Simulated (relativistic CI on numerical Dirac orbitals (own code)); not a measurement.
**Magnetism of Pr4+, 4f, in a crystal field**

Calculated by Dirac-Coulomb-Breit CI, KLI orbitals optimised for each configuration, model QED (radiative potential, 1s self-energy scaled to tabulated hydrogen-like ionisation energies), valence Slater integrals scaled by 0.85, one configuration in a parametric crystal field (own radial code).

Field parameters in Wybourne normalisation; cubic f-shell fields have B⁴₄ = √(5/14) B⁴₀ and B⁶₄ = −√(7/2) B⁶₀. The field is a parameter set, without covalency.

S is read from ⟨S²⟩ = S(S + 1).

Powder χT (cm³ K mol⁻¹) by Van Vleck's formula, with temperature-independent terms:

```
                                                                            Field    2 K    5 K   10 K   20 K   50 K  100 K  200 K  300 K
D3d, B20 = -1240, B40 = -1180, B43 = 1240, B60 = 130, B63 = -100, B66 = -180 cm⁻¹  0.326  0.329  0.334  0.345  0.378  0.433  0.536  0.621
                            D3h, B20 = 1540, B40 = -200, B60 = 20, B66 = 430 cm⁻¹  0.546  0.548  0.551  0.558  0.576  0.607  0.666  0.713
             D4h, B20 = 2050, B40 = 880, B44 = -1540, B60 = 810, B64 = -1280 cm⁻¹  0.437  0.439  0.442  0.449  0.468  0.501  0.565  0.619
                                                Oh, B40 = -2190, B60 = -1250 cm⁻¹  0.398    0.4  0.404  0.411  0.432  0.467  0.536  0.596
                                                 Oh, B40 = -1570, B60 = -370 cm⁻¹   0.46  0.462  0.467  0.477  0.507  0.555   0.64  0.698
                                                   Oh, B40 = 4170, B60 = 750 cm⁻¹  0.152  0.155  0.159  0.167  0.192  0.234  0.318  0.401
```

(1) For D3d, B20 = -1240, B40 = -1180, B43 = 1240, B60 = 130, B63 = -100, B66 = -180 cm⁻¹: what effective moment follows at 300 K?

Results:

(1) μ_eff = √(8χT) = 2.23 μB. The LS value g√(J(J + 1)) of the free ion's 2F°_5/2 level is 2.54 μB.
